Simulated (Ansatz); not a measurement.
## Molecular dynamics of H14SO6

Input file:

```yaml
accuracy: low
crystal:
  lattice:
    - [6.214465, 0.0, 0.0]
    - [0.0, 6.214465, 0.0]
    - [0.0, 0.0, 6.214465]
  atoms:
    - { symbol: O, position: [0.41780135, 0.71966821, 0.41006607] }
    - { symbol: H, position: [0.50915357, 0.85046205, 0.37396691] }
    - { symbol: H, position: [0.53821858, 0.61725042, 0.40510995] }
    - { symbol: O, position: [0.37193853, 0.41543592, 0.94784182] }
    - { symbol: H, position: [0.2941655, 0.31298663, 0.84582615] }
    - { symbol: H, position: [0.43353011, 0.5299004, 0.85065044] }
    - { symbol: O, position: [0.61065951, 0.77902436, 0.86842908] }
    - { symbol: H, position: [0.75188384, 0.84501582, 0.91880448] }
    - { symbol: H, position: [0.63676093, 0.77393252, 0.71794555] }
    - { symbol: O, position: [0.08099821, 0.51981629, 0.19891839] }
    - { symbol: H, position: [0.24054035, 0.59916375, 0.21528425] }
    - { symbol: H, position: [0.12992206, 0.42512799, 0.0813772] }
    - { symbol: O, position: [0.71158755, 0.0354074, 0.44644418] }
    - { symbol: H, position: [0.69356375, 0.18596633, 0.45390793] }
    - { symbol: H, position: [0.78502165, 0.0206598, 0.30836484] }
    - { symbol: O, position: [0.97691141, 0.88094573, 0.12739128] }
    - { symbol: H, position: [1.12716419, 0.9360322, 0.14670251] }
    - { symbol: H, position: [1.03507838, 0.71199188, 0.10678517] }
    - { symbol: S, position: [0.88044476, 0.44421881, 0.59679144] }
    - { symbol: H, position: [0.72969624, 0.53750779, 0.73280862] }
    - { symbol: H, position: [0.99186674, 0.61253576, 0.55848928] }
basis:
  ecutwfc: 420.0
kpoints:
  mp_grid: { grid: [1, 1, 1] }
hamiltonian:
  xc: lda
scf:
  occupations: { method: fermi_dirac, width: 0.02 }
  lower_state_search: "off"
md:
  timestep: 0.5
  n_steps: 400
  ensemble: nvt_langevin
  temperature: 1000.0
  initial_velocities: maxwell_boltzmann
  seed: 94322
  friction: 0.01
  masses: [{ species: H, mass: 2.014 }]
```

Launched with:

```bash
$ ansatz run input.yaml --threads 1 --pin off --max-ram 3072MiB --backend cpu --events-out ev --progress --plain --runs-dir out
```

It goes on from the last frame of an earlier run, with new velocities.

Output, in part (step lines):

```
md step     0: t =     0.00 fs  T =   952.4 K  F+E_penalty+E_count = -4419.67966280 eV  E_kin = 2.585200 eV  (10 SCF iters)
md step     1: t =     0.50 fs  T =   947.7 K  F+E_penalty+E_count = -4419.69512026 eV  E_kin = 2.572378 eV  (8 SCF iters)
md step     2: t =     1.00 fs  T =   927.8 K  F+E_penalty+E_count = -4419.69561695 eV  E_kin = 2.518516 eV  (8 SCF iters)
md step     3: t =     1.50 fs  T =   946.3 K  F+E_penalty+E_count = -4419.68712458 eV  E_kin = 2.568657 eV  (8 SCF iters)
md step     4: t =     2.00 fs  T =   947.3 K  F+E_penalty+E_count = -4419.68181926 eV  E_kin = 2.571382 eV  (8 SCF iters)
md step     5: t =     2.50 fs  T =   943.6 K  F+E_penalty+E_count = -4419.67005916 eV  E_kin = 2.561406 eV  (5 SCF iters)
md step     6: t =     3.00 fs  T =   952.8 K  F+E_penalty+E_count = -4419.63933899 eV  E_kin = 2.586455 eV  (6 SCF iters)
md step     7: t =     3.50 fs  T =   940.4 K  F+E_penalty+E_count = -4419.58717170 eV  E_kin = 2.552761 eV  (6 SCF iters)
[... lines left out ...]
md step   400: t =   200.00 fs  T =  1189.4 K  F+E_penalty+E_count = -4418.22019145 eV  E_kin = 3.228584 eV  (8 SCF iters)
```

The steps, from the saved trajectory:

```csv
time (fs),T (K),potential energy less start (eV)
0.0,952,0.000
6.5,979,0.099
13.0,1013,0.184
19.5,956,0.243
26.0,956,0.157
32.5,969,0.475
39.0,1034,0.185
45.5,1124,0.052
52.0,934,0.099
58.5,965,0.299
65.0,1044,0.465
71.5,1113,0.082
78.0,1204,-0.278
84.5,1005,0.308
91.0,1008,0.361
97.5,1187,-0.066
104.0,774,0.749
110.5,722,0.527
117.0,855,0.124
123.5,922,-0.343
130.0,987,0.021
136.5,803,0.534
143.0,888,0.246
149.5,1161,0.109
156.0,911,0.966
162.5,1321,0.156
169.0,1197,0.662
175.5,1270,0.690
182.0,1332,0.793
188.5,1397,0.391
195.0,1117,1.432
```

The run went to its last step. A run of 0.2 ps of so small a system gives no equilibrium averages. Limits of this set-up: coarse k mesh, low accuracy level.

Mean squared displacements from the first frame to the last, about the centre of mass: O 1.36 Å², H 2.72 Å², S 0.19 Å².

Last frame:

```xyz
21
Lattice="6.2145 0.0000 0.0000 0.0000 6.2145 0.0000 0.0000 0.0000 6.2145" Properties=species:S:1:pos:R:3
O 2.904 3.411 2.201
H 2.750 4.337 2.022
H 2.317 3.091 1.548
O 3.078 3.638 4.781
H 3.004 3.439 3.772
H 2.792 4.480 4.519
O 4.628 5.613 6.088
H 4.067 5.330 5.321
H 5.319 6.228 5.683
O 1.389 2.688 0.473
H 0.740 2.176 0.124
H 1.895 3.019 -0.338
O 4.297 -0.606 3.058
H 4.224 0.330 3.285
H 4.978 -0.516 2.342
O 6.597 5.016 1.777
H 6.489 5.002 0.850
H 6.337 4.174 2.292
S 5.993 2.305 4.108
H 4.904 1.491 4.075
H 5.070 2.279 3.110
```

The run took 4.6 min on 1 thread of Arm Neoverse V1, on a shared host, peak memory 0.31 GiB.
